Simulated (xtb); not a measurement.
H2MoO4, singlet, at a GFN2-xTB geometry (such geometries of metal compounds can be far from the true shape); GFN1-xTB in xtb 6.7.1.

Here is a job for xtb.
```
$ xtb coord --gfn 1 --json

# file coord
$coord
      0.0861089047       0.0015686806       0.0105869449  mo
      2.0828652430       1.4906658559      -1.8434779690  o
      1.6265684014      -1.4230897221       2.2995465317  o
     -1.5418384299      -2.2858822434      -1.7774546610  o
     -2.0736647335      -3.6805119908      -2.8168597764  h
     -2.0073653553       2.2212250939       1.3410860963  o
     -2.8247480224       3.5912757784       2.2146082557  h
$end
```

It wrote (shortened):

```
   ID    Z sym.   atoms
    1   42 mo     1
    2    8 o      2-4, 6
    3    1 h      5, 7

           -------------------------------------------------
          |                Calculation Setup                |
           -------------------------------------------------

           -------------------------------------------------
          |                 G F N 1 - x T B                 |
           -------------------------------------------------

          ...................................................
          :                      SETUP                      :
          :.................................................:
          :  # basis functions                  30          :
          :  # atomic orbitals                  29          :
          :  # shells                           15          :
          :  # electrons                        32          :
          :  # halogen bonds                     0          :
          :  max. iterations                   250          :
          :  Hamiltonian                  GFN1-xTB          :
          :  restarted?                      false          :
          :  GBSA solvation                  false          :
          :  PC potential                    false          :
          :  electronic temp.          300.0000000     K    :
          :  accuracy                    1.0000000          :
          :  -> integral cutoff          0.2500000E+02      :
          :  -> integral neglect         0.1000000E-07      :
          :  -> SCF convergence          0.1000000E-05 Eh   :
          :  -> wf. convergence          0.2000000E-04 e    :
          :  Broyden damping             0.4000000          :
          :  net charge                          0          :
          :  unpaired electrons                  0          :
          ...................................................

 iter      E             dE          RMSdq      gap      omega  full diag
   1    -22.1717142 -0.221717E+02  0.950E+00    7.88       0.0  T
   2    -22.2506079 -0.788938E-01  0.467E+00    5.82       1.0  T
   3    -22.2542271 -0.361922E-02  0.269E+00    6.70       1.0  T
   4    -22.2602175 -0.599036E-02  0.294E-01    6.18       1.0  T
   5    -22.2608518 -0.634345E-03  0.280E-02    6.31       1.3  T
   6    -22.2608522 -0.388711E-06  0.898E-03    6.30       4.2  T
   7    -22.2608528 -0.515128E-06  0.117E-03    6.30      32.2  T
   8    -22.2608528 -0.467484E-08  0.157E-04    6.30     241.3  T
[...]
         :: total energy             -22.120639620229 Eh    ::
[...]
        22                         -0.1332148              -3.6250
        23                         -0.1249989              -3.4014
        24                          0.2789315               7.5901
        25                          0.3071301               8.3574
        26                          0.3133172               8.5258
        27                          0.3269857               8.8977
       ...                                ...                  ...
        29                          0.4926115              13.4046
      -------------------------------------------------------------
                  HL-Gap            0.2315892 Eh            6.3019 eV
             Fermi-level           -0.3433765 Eh           -9.3437 eV

  Mulliken/CM5 charges         n(s)   n(p)   n(d)
     1mo    2.12819  2.99436   0.565  1.048  2.259
     2o    -0.72490 -0.97377   1.695  5.030  0.000
     3o    -0.72490 -0.97377   1.695  5.030  0.000
     4o    -0.73148 -1.08302   1.680  5.052  0.000
     5h     0.39228  0.55961   0.608  0.000  0.000
     6o    -0.73148 -1.08302   1.680  5.052  0.000
     7h     0.39228  0.55961   0.608  0.000  0.000

Wiberg/Mayer (AO) data.
largest (>0.10) Wiberg bond orders for each atom

 ---------------------------------------------------------------------------
     #   Z sym  total        # sym  WBO       # sym  WBO       # sym  WBO
 ---------------------------------------------------------------------------
     1  42 mo   5.950 --     2 o    1.912     3 o    1.912     4 o    1.032
                             6 o    1.032
     2   8 o    2.107 --     1 mo   1.912
     3   8 o    2.107 --     1 mo   1.912
     4   8 o    1.965 --     1 mo   1.032     5 h    0.806
     5   1 h    0.847 --     4 o    0.806
     6   8 o    1.965 --     1 mo   1.032     7 h    0.806
     7   1 h    0.847 --     6 o    0.806
 ---------------------------------------------------------------------------

Topologies differ in total number of bonds
Writing topology from bond orders to xtbtopo.mol

 dipole moment from electron density (au)
     X       Y       Z
  -2.8513  -0.0519  -0.3506  total (Debye):    7.303

           -------------------------------------------------
          | TOTAL ENERGY              -22.120639620229 Eh   |
          | GRADIENT NORM               0.032322215990 Eh/α |
          | HOMO-LUMO GAP               6.301862100587 eV   |
           -------------------------------------------------

normal termination of xtb
```
